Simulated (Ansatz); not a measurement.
Program: Ansatz. Geometries: PBE0-D4/def2-TZVP. ΔE: electronic, gas phase. CCSD(T)/CBS is the MP2 limit (def2-TZVPP, def2-QZVPP) plus CCSD(T) − MP2 in def2-TZVPP, frozen cores. This one scheme is used for every species. DFT in def2-TZVPP. B3LYP here is the variant with VWN-RPA as its local correlation; programs differ in this. For Sc outer-core shells are correlated without core-valence functions, which leaves a few kJ/mol of doubt a bond. Scalar relativity is left out up to krypton. Each species was taken in one conformer, which may not be the lowest.

`[F][Sc]([F])[O][SiH3]` + `OBO` → `OB(O)[SiH3]` + `[OH][Sc]([F])[F]`  (formal exchange of groups at the Si–O bond)

**Question.** Is it downhill or uphill in electronic energy at CCSD(T)/CBS, and by how much? (Best estimate.)

**Answer.** Ansatz gave: Uphill: ΔE = +35.4 kcal/mol.

**Question.** What do these levels give: B3LYP-D4, B3LYP, HF/def2-TZVPP, MP2/def2-TZVPP, SCS-MP2/def2-TZVPP, HF/CBS(def2)? (An estimate is asked.)

**Answer.** Ansatz gave: B3LYP-D4 34.2, B3LYP 34.6, HF/def2-TZVPP 41.1, MP2/def2-TZVPP 36.5, SCS-MP2/def2-TZVPP 37.4, HF/CBS(def2) 41.9 kcal/mol.

Largest T1 diagnostic among the species: 0.017.

In def2-TZVPP, CCSD(T) changes the Hartree–Fock value by −6.3 kcal/mol (the triples alone add −0.8 kcal/mol) and MP2 by −4.7 kcal/mol. From PBE to PBE0 (25 % exact exchange), in def2-TZVPP and without D4, ΔE moves by +2.2 kcal/mol.
